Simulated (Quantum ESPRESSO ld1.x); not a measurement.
The numbers below are computed, except where a source is named.
Q: Species: Rh2+. Configuration: [Kr] 4d7. Code: ld1.x of Quantum ESPRESSO 7.5. Model: scalar-relativistic Kohn-Sham, LDA (Slater exchange, Perdew-Zunger correlation), spin-polarised, spherical densities, point nucleus; open shells are filled with parallel spins first. Some entries of the table are withheld. Estimate them.

| orbital | occ. | eigenvalue (eV) | r(max) (bohr) |
|---|---|---|---|
| 1s up | 1 | -23030.2 | 0.02120 |
| 1s down | 1 | -23030.2 | 0.02120 |
| 2s up | 1 | -3357.94 | 0.1199 |
| 2s down | 1 | -3357.47 | 0.1199 |
| 2p up | 3 | -3013.64 | 0.09578 |
| 2p down | 3 | -3013.27 | 0.09577 |
| 3s up | 1 | -616.966 | 0.3519 |
| 3s down | 1 | -616.636 | 0.3519 |
| 3p up | 3 | -503.807 | 0.3449 |
| 3p down | 3 | -503.448 | 0.3449 |
| 3d up | 5 | -322.316 | (1) |
| 3d down | 5 | -321.838 | (2) |
| 4s up | 1 | -104.347 | 0.8801 |
| 4s down | 1 | -102.416 | 0.8785 |
| 4p up | 3 | -72.2213 | 0.9421 |
| 4p down | 3 | -70.2311 | 0.9403 |
| 4d up | 5 | (3) | (4) |
| 4d down | 2 | (5) | (6) |

A: 
(1) 3d up r(max) (bohr): 0.2909
(2) 3d down r(max) (bohr): 0.2910
(3) 4d up eigenvalue (eV): -26.7938
(4) 4d up r(max) (bohr): 1.130
(5) 4d down eigenvalue (eV): -24.9003
(6) 4d down r(max) (bohr): 1.130
